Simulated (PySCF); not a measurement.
## Finite-field polarisability of Ni (nickel, neutral)

[Ar] 3d8 4s2, high-spin 3F determinant. Calculation: PySCF 2.14, in def2-TZVPPD; no relativity, point nucleus. Frozen: [Ar]. Energy changes in a uniform field (μhartree):

```csv
axis,F (au),HF,MP2,CCSD,CCSD(T)
x,0.0018,-104.604,-78.086,-83.888,-81.961
x,0.0036,-418.371,-312.496,-335.577,-327.867
y,0.0018,-104.604,-78.086,-83.888,-81.961
y,0.0036,-418.371,-312.496,-335.577,-327.867
z,0.0018,-104.604,-78.086,-83.888,-81.961
z,0.0036,-418.371,-312.496,-335.577,-327.867
```

(1) Derive α along x at CCSD(T) from the two fields.

(2) And the mean polarisability at each level?

## Answers

(1) With ΔE = −αF²/2 − γF⁴/24, α = −(16 ΔE(F) − ΔE(2F))/(6F²) = 50.59 bohr³.

(2) HF 64.57, MP2 48.19, CCSD 51.78, CCSD(T) 50.59 bohr³. Reference: 49 ± 3 bohr³ (recommended; Schwerdtfeger and Nagle, table of static dipole polarizabilities (2023 update)).
